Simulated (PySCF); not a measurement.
**Ionisation energy along the 2-electron series**

Calculated with PySCF 2.14 and a two-component X2C-1e Hamiltonian (Gaussian nucleus, no Breit or QED terms), each ion in its own even-tempered basis scaled to its charge; GMP2 freezes nothing and drops the highest virtual spinors. Values in eV. NIST values: (m) measured, (s) semi-empirical, (t) theoretical.

| ion | configuration | GHF (screened spin-orbit) | GMP2 (screened spin-orbit) | NIST |
| --- | --- | --- | --- | --- |
| Ho⁶⁵⁺ | 1s2 | 63914.9 | 63916.7 | 63772.42 ± 0.11 (t) |
| Er⁶⁶⁺ | 1s2 | 65997.8 | 65999.6 | 65848.24 ± 0.12 (t) |
| Tm⁶⁷⁺ | 1s2 | 68122.0 | 68123.9 | 67965.25 ± 0.12 (t) |
| Yb⁶⁸⁺ | 1s2 | 70287.6 | 70289.5 | 70123.04 ± 0.14 (t) |
| Lu⁶⁹⁺ | 1s2 | 72495.7 | 72497.6 | 72322.87 ± 0.15 (t) |
| Hf⁷⁰⁺ | 1s2 | 74746.4 | 74748.3 | 74565.91 ± 0.16 (t) |

Between Z = 67 and Z = 72 the GMP2 (screened spin-orbit) value grows as Z to the power 2.18.
